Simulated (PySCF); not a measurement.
**Polarisability and C₆ of Se⁺ (selenium, charge +1)**

[Ar] 3d10 4s2 4p3, high-spin 4S determinant. All numbers are calculated (PySCF 2.14, a scalar-relativistic core potential, in aug-cc-pwCVTZ-PP with ECP10MDF (8s7p6d4f1g, 96 functions)). Coupled (time-dependent) response in atomic units; α is the mean over directions.

| method | mean α (bohr³) | C₆ (like pair) | S(−4) |
| --- | --- | --- | --- |
| UHF | 14.16 | 87.88 | 47.70 |
| PBE | 14.53 | 90.44 | 51.85 |
| PBE0 | 14.27 | 88.54 | 48.92 |
| wB97X-V | 14.28 | 88.61 | 48.99 |

S(−4) is the Cauchy moment in α(ω) = α(0) + S(−4) ω² + …

α(iu) at PBE0:

```csv
u (hartree),α(iu) (bohr³)
0,14.27
0.0500,14.15
0.100,13.80
0.200,12.58
0.300,11.00
0.500,7.972
0.750,5.318
1.00,3.717
1.50,2.106
2.00,1.383
3.00,0.7694
5.00,0.3764
```

For an ion, C₆ is the dispersion term alone; charge-induced terms of lower order in 1/R come first.

Energies and moments cover only the electrons outside the core potential.
